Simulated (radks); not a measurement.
Spherical quantum dot in the effective-mass picture: electrons in a well V = -V0 / (1 + exp((r - R)/a)) with V0 = 28.4, R = 1.68, a = 0.13, all in effective atomic units (hartree* = m*/eps^2 hartree, bohr* = eps/m* bohr), one dielectric constant everywhere. Method: non-relativistic Kohn-Sham, LDA (Slater exchange, Perdew-Wang correlation), spin-polarised, spherical densities; computed with a radial shooting solver with Libxc functionals. Levels are named by radial order and angular momentum (1s, 1p, 1d, 2s, ...), and open shells are averaged over m. Results are scaled to m* = 0.384 and eps = 16.3, for which hartree* = 39.33 meV and bohr* = 2.246 nm.

N = 6, configuration 1s2 1p(up 3, down 1). This is the lowest configuration that the search found. Occupied and some empty levels:

| level | occupation | eigenvalue (meV) | <r> (nm) |
|---|---|---|---|
| 1s up | 1 | -849.35 | 2.002 |
| 1s down | 1 | -843.79 | 2.000 |
| 1p up | 3 | -785.54 | 2.312 |
| 1p down | 1 | -779.80 | 2.315 |
| 1d up | 0 | -700.78 | 2.525 |
| 1d down | 0 | -695.22 | 2.529 |
| 2s up | 0 | -645.41 | 1.971 |
| 2s down | 0 | -641.36 | 1.972 |
| 1f up | 0 | -598.66 | 2.692 |
| 1f down | 0 | -593.40 | 2.696 |

Energy (meV): total -5426.76, kinetic 586.12, external -6502.8, Hartree 646.16, exchange-correlation -156.20.
